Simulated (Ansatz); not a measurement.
One geometry of Zn6O6⁺, a cluster cut from wurtzite ZnO (bare), several levels of theory.

```yaml
crystal:
  periodic: [false, false, false]
  atoms:
    - {symbol: Zn, position_ang: [-0.017465, -1.802852, -0.981457]}
    - {symbol: O, position_ang: [-1.758864, -0.980194, -1.026983]}
    - {symbol: O, position_ang: [0.001457, -2.056599, 1.051073]}
    - {symbol: Zn, position_ang: [-1.528221, -0.914327, 1.036491]}
    - {symbol: Zn, position_ang: [-1.516953, 0.908388, -1.039346]}
    - {symbol: O, position_ang: [-1.725884, 0.986240, 1.034870]}
    - {symbol: O, position_ang: [1.725879, -0.986238, -1.034873]}
    - {symbol: Zn, position_ang: [1.516962, -0.908392, 1.039342]}
    - {symbol: Zn, position_ang: [1.528222, 0.914330, -1.036489]}
    - {symbol: O, position_ang: [-0.001456, 2.056602, -1.051072]}
    - {symbol: O, position_ang: [1.758859, 0.980193, 1.026984]}
    - {symbol: Zn, position_ang: [0.017462, 1.802851, 0.981460]}
basis:
  gaussian: {orbitals: def2-TZVP, fitting: {mean_field: def2-universal-jkfit}, initial_orbitals: start.molden}
total_charge: 1
magnetization: {spin_polarized: true, initial_magnetization: 1}
hamiltonian: {xc: pbe0, dispersion: d4}
scf: {omitted_lower_state_checks: [starts]}
output: {orbitals: {seedname: orbitals}}
```

The file start.molden holds the orbitals of an earlier run on this structure, at another level or in another basis.

```sh
$ ansatz run in.yaml --threads 2 --pin off --events-out ev --progress --plain --max-ram 22528MiB --backend cuda --devices 0, --max-vram 18GiB
```

Output, abridged:

```
Functional definition: PBE0
2046 factors; integrals over basis functions are off by at most 8.7e-1 eV
mean field evaluation 1: about -302738.9547 eV, gradient 2.2e2 eV
mean field evaluation 2: about -302748.8136 eV, gradient 1.2e1 eV
mean field evaluation 4: about -302749.9182 eV, gradient 4.2e-2 eV
mean field evaluation 8: about -302749.9159 eV, gradient 2.0e-5 eV
mean field -302749.91585258 eV, -11125.8541963188 hartree, gradient 9.4e-6 eV, S^2 0.769950; 0 other end points of the search recorded, 0 dependent functions left out
reference -302749.91590986 eV, -11125.8541984240 hartree; 114, 113 occupied and 360, 361 virtual orbitals, 2046 factors
Total energy: -302750.58744319 eV, -11125.8788768188 hartree
Checks for a lower state left out: starts
```

Hardware: 2 threads of AMD EPYC 7R13 on a shared host and a share (18 GiB) of an NVIDIA H100 80GB HBM3. Wall time 7.5 s, peak host memory 1.1 GiB.

The first input with `hamiltonian: {xc: pbe, dispersion: d4}` (abridged; 5 s):

```
Functional definition: PBE
mean field evaluation 16: about -302748.3025 eV, gradient 1.2e-6 eV
mean field -302748.30253202 eV, -11125.7949078819 hartree, gradient 1.2e-6 eV, S^2 0.755393
Total energy: -302749.07716291 eV, -11125.8233750420 hartree
Checks for a lower state left out: starts
```

Geometry: PBE-D4/def2-SVP.

Single mean-field runs in def2-TZVP are fitted with def2-universal-jkfit. At PBE-D4/def2-TZVP an occupied level of the relaxed charge 1 doublet lies above an empty one (by up to 0.02 eV), so this SCF solution is probably not the lowest. At PBE-D4/def2-TZVP the gap within one spin of the relaxed charge 1 doublet nearly closes, so an electron or hole may be smeared out by delocalisation error. The geometry of the doublet was relaxed on an unsound state (an occupied level 0.05 eV above an empty one).
